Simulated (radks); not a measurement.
Problem. Species: Kr+. Configuration: [Ar] 3d10 4s2 4p5 (the NIST ground configuration). Method: scalar-relativistic Kohn-Sham, PBE, spin-unpolarised, spherical densities, finite nucleus; Fermi nuclear charge, rms radius 4.1884 fm; computed with a radial shooting solver on a logarithmic mesh with Libxc functionals. Some entries of the table are withheld. Estimate them.

orbital  occ.  eigenvalue (Ry)  <1/r> (bohr^-1)  <r^2> (bohr^2)
1s          2        -1041.509            36.76        0.002318
2s          2              (1)            8.164         0.03971
2p          6              (2)            7.984         0.03137
3s          2        -20.27669            2.700          0.3232
3p          6              (3)            2.547          0.3418
3d         10         -6.85744            2.272          0.3801
4s          2         -2.49758              (4)             (5)
4p          5         -1.43679           0.7209             (6)

Solution. 
(1) 2s eigenvalue (Ry): -137.9156
(2) 2p eigenvalue (Ry): -122.0425
(3) 3p eigenvalue (Ry): -15.22172
(4) 4s <1/r> (bohr^-1): 0.8666
(5) 4s <r^2> (bohr^2): 2.697
(6) 4p <r^2> (bohr^2): 3.872
